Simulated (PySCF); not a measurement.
# Magnetic susceptibility: `C1(=O)[Si@@H](N)NCC1`, C₃H₈N₂OSi

Cartesian coordinates in Å; atom numbers follow the order of the lines, from 1:
```xyz
15

N     2.424   -0.186   -0.012
Si    0.883   -0.302   -0.773
N    -0.188   -1.214    0.210
C    -1.461   -0.577    0.486
C    -1.215    0.927    0.544
C    -0.138    1.282   -0.458
O    -0.008    2.383   -0.937
H     3.019   -0.999   -0.008
H     2.977    0.634   -0.205
H     0.893   -0.675   -2.196
H    -0.211   -2.217    0.271
H    -2.201   -0.801   -0.295
H    -1.859   -0.945    1.438
H    -2.124    1.510    0.394
H    -0.795    1.189    1.519
```

Theory: GIAO HF/pcSseg-1 magnetisability, rotational g tensor and spin-rotation constants, non-relativistic, gas phase in PySCF 2.14.0. Geometry: GFN2-xTB.

**Question.** What are the magnetisability and the molar susceptibility?

**Answer.** Isotropic -1035 × 10⁻³⁰ J/T², or -62.3 × 10⁻⁶ cm³/mol; principal values -1212, -1085, -807 × 10⁻³⁰ J/T², anisotropy 358 × 10⁻³⁰ J/T² (root of half the summed squared differences of the principal values). The susceptibility is in cgs units.

**Question.** Split it along the inertial axes a, b, c into diamagnetic and paramagnetic parts about the centre of mass, with the quadrupole moment.

**Answer.** 
```
axis  χ (10⁻⁶ cm³/mol)  diamagnetic (10⁻⁶ cm³/mol)  paramagnetic (10⁻⁶ cm³/mol)  summed x² of all electrons (Å²)  quadrupole Θ (D Å)
   a             -67.2                      -529.8                        462.7                            121.4               +9.66
   b             -50.1                      -633.1                        583.0                             97.1               -5.46
   c             -69.7                      -926.8                        857.1                             27.8               -4.21
```
Anisotropies 2χaa − χbb − χcc = -14.5 and 2χbb − χaa − χcc = +36.7 × 10⁻⁶ cm³/mol. Θ is traceless in Buckingham's convention.

**Question.** And the rotational g tensor?

**Answer.** 
```tsv
axis	rotational constant (GHz)	g	nuclear part	electronic part
a	2.7907	-0.0337	0.5729	-0.6066
b	2.3090	-0.0368	0.5957	-0.6324
c	1.4456	-0.0102	0.5719	-0.5821
```
Asymmetric top; isotopes 12C, 1H, 14N, 16O, 28Si; no vibrational averaging.
